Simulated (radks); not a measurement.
Ti, 22 electrons, occupied as [Ar] 3d2 4s1 4p1 (not the ground configuration). All-electron calculation, non-relativistic Kohn-Sham, PBEsol, spin-polarised, spherical densities, point nucleus; open shells are filled with parallel spins first. Program: a radial shooting solver on a logarithmic mesh with Libxc functionals.

Radial electron density D(r) = 4 pi r^2 rho(r):

r (bohr),D(r) (e/bohr),spin D(r)
0.0106,6.313,0.00240
0.01392,9.405,0.00354
0.01841,13.53,0.00499
0.02436,18.28,0.00649
0.03224,22.78,0.00751
0.04265,25.62,0.00727
0.05598,25.59,0.00537
0.07408,22.83,0.00273
0.09801,19.85,0.00350
0.1297,20.32,0.0146
0.1716,24.75,0.0421
0.227,27.91,0.0907
0.298,23.99,0.178
0.3943,14.51,0.370
0.5217,8.315,0.717
0.6903,8.981,1.12
0.9133,10.24,1.29
1.208,7.483,1.14
1.586,3.598,0.922
2.099,1.457,0.840
2.777,0.8888,0.814
3.674,0.6430,0.639
4.861,0.3367,0.337
6.432,0.1102,0.110
8.443,0.02368,0.0237
11.17,0.002773,0.00277
14.78,0.0001425,0.000143

D(r) has 3 maxima, at r = 0.0489, 0.227, 0.878 bohr, and minima at 0.110, 0.570 bohr, inside which lie 2.13, 10.43 electrons.
